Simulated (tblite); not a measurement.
Isomers of C6H7ClNO (doublet state). All values are computed: GFN2-xTB (tblite) harmonic vibrations without scaling, gas phase. Against measured fundamentals such values can be off by several per cent, at times by over 20. One conformer each. Open shells enter through the occupations alone, without spin polarisation, and single modes of such species can be off by tens of per cent.

Electronic energies: GFN2-xTB at the same geometries; isomer energies are rough at this level and their order can be wrong.

| SMILES | electronic energy, lowest = 0 (kcal/mol) |
| --- | --- |
| C=C(C/C=C\Cl)C([NH])=O | 28.1 |
| C=C([CH]/C=C\Cl)C(N)=O | 0.0 |
| C=C(C/C=C/Cl)C([NH])=O | 26.7 |

**Question.** How do GFN2-xTB zero-point energies change the relative energies?

**Answer.** 
```
                SMILES  ZPE (kcal/mol)  of it from modes above 1550 cm⁻¹  electronic (kcal/mol)  with ZPE, lowest = 0 (kcal/mol)  lowest mode (cm⁻¹)  rings
C=C([CH]/C=C\Cl)C(N)=O            71.7                              36.9                    0.0                              0.0                  45      0
C=C(C/C=C/Cl)C([NH])=O            71.2                              37.6                   26.7                             26.2                  29      0
C=C(C/C=C\Cl)C([NH])=O            71.6                              35.8                   28.1                             28.0                   7      0
```

The zero-point energies span 0.5 kcal/mol, from `C=C(C/C=C/Cl)C([NH])=O` to `C=C([CH]/C=C\Cl)C(N)=O`. The order is unchanged.
